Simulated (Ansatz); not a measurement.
Job for Ansatz (a program for electronic structure): R-BHLYP/def2-TZVPPD on H2O (SMILES O). The basis file is the Basis Set Exchange's JSON of that set.

Ansatz 0.2 input:
```yaml
crystal:
  periodic: [false, false, false]
  atoms:
    - {symbol: O, position_ang: [-0.00000000, 0.00000000, 0.38961139]}
    - {symbol: H, position_ang: [0.00000000, 0.76498632, -0.19485569]}
    - {symbol: H, position_ang: [0.00000000, -0.76498632, -0.19485569]}
basis:
  gaussian:
    orbitals: def2-TZVPPD.json
hamiltonian:
  xc: {name: BHLYP}
scf: {lower_state_search: off}
```

It printed:

```
WARN ansatz: RAYON_NUM_THREADS=4 ignored (pool sized by the plan → 4); use --threads N
Functional definition: BHLYP
these checks for a lower state are left out or cut short: stability, starts, cluster_reference, orbital_swaps, neighbouring_geometries, increment
integrals: 0.01 GiB planned
325 factors; their error is unknown
mean field: 0.13 GiB planned
mean field evaluation 1: about -2076.4107 eV, gradient 4.5e1 eV
mean field evaluation 2: about -2074.6988 eV, gradient 5.5e1 eV
mean field evaluation 4: about -2079.6157 eV, gradient 1.8e-1 eV
mean field evaluation 8: about -2079.6324 eV, gradient 2.1e-3 eV
mean field -2079.63244173 eV, -76.4250826081 hartree, gradient 8.7e-7 eV, S^2 0.000000; 0 other end points of the search recorded, 0 dependent functions left out
reference -2079.63256594 eV, -76.4250871729 hartree; 5, 5 occupied and 69, 69 virtual orbitals, 325 factors
Total energy: -2079.63256594 eV, -76.4250871729 hartree
Checks for a lower state left out: stability, starts, cluster_reference, orbital_swaps, neighbouring_geometries, increment
```

The calculation finished and met its thresholds.

Cost: around 0.20 core-seconds (rough).
